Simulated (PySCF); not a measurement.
C2H7NOSi.
Z-matrix (Å and degrees, PBE0-D3(BJ)/def2-SVP geometry), rows numbered from 1:
```
C 
C   1  1.4927
N   2  1.2662  1  123.49
Si  3  1.7466  2  124.67  1  -178.74
O   4  1.6606  3  109.54  2   119.67
H   1  1.1027  2  110.14  3   122.34
H   1  1.1028  2  110.13  3  -120.55
H   1  1.0978  2  110.46  3     0.79
H   2  1.1159  1  114.33  3   179.94
H   4  1.4930  3  106.58  2  -119.36
H   4  1.4946  3  112.91  2     2.38
H   5  0.9620  4  115.76  3    51.88
```

Computed at PBE0/pcSseg-1 (PySCF, non-relativistic), with Q(14N) = 0.02044 b, Q(17O) = −0.0256 b: N3, 14N (I = 1): χzz = -4.511 MHz, η = 0.698; O5, 17O (I = 5/2): χzz = -8.934 MHz, η = 0.612.

Find the zero-field quadrupole resonance frequencies of 14N at N3.

From ν± = (3/4)|χ|(1 ± η/3) and ν0 = |χ|η/2: ν+ 4.170 MHz, ν− 2.596 MHz, ν0 1.574 MHz (C=N nitrogen).

Find the zero-field quadrupole resonance frequencies of 17O at O5.

From the eigenvalues of H = χ/[4I(2I − 1)] × [3Iz² − I(I + 1) + η(Ix² − Iy²)], steps between neighbouring levels, labelled as for η = 0: ±1/2↔±3/2 1.802 MHz, ±3/2↔±5/2 2.520 MHz (silanol oxygen).

In a crystal, neighbours and librations shift these lines. One conformer (not necessarily the lowest) at the PBE0-D3(BJ)/def2-SVP geometry, without solvent, vibrations or thermal averaging. With so small a basis the couplings can be 20 % off.

The run behind these numbers computed NMR shieldings as well. Time: 8.3 s wall. Hardware: one thread, Arm Neoverse V2, on a shared host.
